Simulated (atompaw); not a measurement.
Ce (Z = 58): one change to a PAW (atompaw) potential, before and after

Ce (Z = 58), PAW, made with atompaw 4.2.0.5 (LDA (PW92), scalar-relativistic). Core [Kr] 4d10, reference 4f1 5s2 5p6 5d1 6s2 6p0. Waves: 5s (bound): rc 2.50 bohr; 6s (bound): rc 3.00 bohr; 5p (bound): rc 2.00 bohr; 6p (bound, empty): rc 3.00 bohr; 5d (bound): rc 3.00 bohr; 5d channel at 1.7 Ry: rc 3.00 bohr; 4f (bound): rc 1.05 bohr; 4f channel at 0.1 Ry: rc 1.05 bohr. Local part: bessel scheme, radius 2.65 bohr. Core correction: smooth core density matched at 2.85 bohr. Augmentation charge: gaussian compensation charge, radius 2.20 bohr; PAW radius 3.00 bohr; waves and projectors: custom rrkj gramschmidtortho.

Change: wave 6s (bound): rc 3.00 bohr becomes 6s (bound): rc 2.76 bohr.

Cutoffs: the cutoffs (Ry, on a coarse ladder) from which the occupation-weighted sum of valence levels, in a spherical-Bessel basis at the reference potential, stays within 10 and 1 mRy of its value at 400 Ry; they do not see the model core or the augmentation charge, which bear on the density cutoff.

What does the change do?

The potential gets neither clearly harder nor softer (110 Ry and 180 Ry → 110 Ry and 180 Ry); the f channel sets the loose cutoff, while the largest relative change is in s, which becomes harder; neither file shows a bound ghost.

```tsv
quantity	base	changed
cutoff, loose	110 Ry	110 Ry
cutoff, tight	180 Ry	180 Ry
loose cutoff by channel (10 mRy a level)	s 8 Ry, p 15 Ry, d 8 Ry, f 110 Ry	s 10 Ry, p 15 Ry, d 8 Ry, f 110 Ry
bound ghosts	none	none
s: phases at 3.01 bohr within 0.05 rad from the reference energy up to (Ry; the scan ends near 5)	2.2	2.8
p: phases at 3.01 bohr within 0.05 rad from the reference energy up to (Ry; the scan ends near 5)	1.1	1.1
d: phases at 3.01 bohr within 0.05 rad from the reference energy up to (Ry; the scan ends near 5)	2.7	2.7
f: phases at 3.01 bohr within 0.05 rad from the reference energy up to (Ry; the scan ends near 5)	4.4	4.4
lowest overlap eigenvalue by channel	s 0.12, p 0.01, d 0.26, f 1.00	s 0.11, p 0.01, d 0.26, f 1.00
```

 The cutoffs see the waves, projectors and local potential, not the compensation charge or the core.
